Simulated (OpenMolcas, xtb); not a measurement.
## A ladder of methods for CH5FOSn (SMILES FC[O][SnH3])

CH5FOSn has 9 atoms, charge 0, and is taken as a singlet. SMILES: `FC[O][SnH3]`. Geometry: relaxed at PBE0-D4/def2-TZVP. This is one conformer, not always the lowest.

```xyz
9

F    -0.5968    1.7542    0.0315
C    -1.2915    0.5661    0.2778
O    -0.7360   -0.4634   -0.4050
Sn    1.2393   -0.7015   -0.3197
H    -1.2588    0.4340    1.3693
H    -2.3191    0.7246   -0.0661
H     1.6901   -0.3903    1.2948
H     1.4078   -2.3331   -0.7653
H     1.9535    0.3631   -1.4344
```

Each level gives the energy change with the Sn4–H9 bond stretched from 1.699 to 3.737 Å (eV). The values are calculated.

| level | kind | program | value (eV) | CPU time (all runs) |
| --- | --- | --- | --- | --- |
| GFN-FF | force field | xtb | 2.03 | under 2 s |
| HF/def2-SVP (core potential) (unrestricted) | Hartree–Fock | OpenMolcas | 2.60 | 17 s |
| SVWN5/def2-SVP (core potential) (restricted) | LDA | OpenMolcas | 3.78 | 2.2 min |
| BLYP/def2-SVP (core potential) (restricted) | GGA | OpenMolcas | 3.48 | 74 s |
| TPSS/def2-SVP (core potential) (restricted) | meta-GGA | OpenMolcas | 3.88 | 79 s |
| r2SCAN/def2-SVP (core potential) (restricted) | meta-GGA | OpenMolcas | 3.99 | 80 s |
| M06-2X/def2-SVP (core potential) (restricted) | hybrid meta-GGA | OpenMolcas | 4.49 | 61 s |
| B2PLYP/def2-SVP (core potential) (restricted) | double hybrid | OpenMolcas | 4.07 | 41 s |
| MP2/def2-SVP (core potential) (restricted) | perturbation theory | OpenMolcas | 4.40 | 13 s |

The first shape isn't each level's own minimum. The values span 2.03 to 4.49 eV. Spin contamination of the reference (⟨S²⟩ at least 0.1 too high) touches HF/def2-SVP. In the correlated wave-function rows the outer d shell of Sn is correlated, in sets not made for it. Times are those of the runs behind each value, whatever else they computed, on shared processors of several kinds: orders of magnitude only.
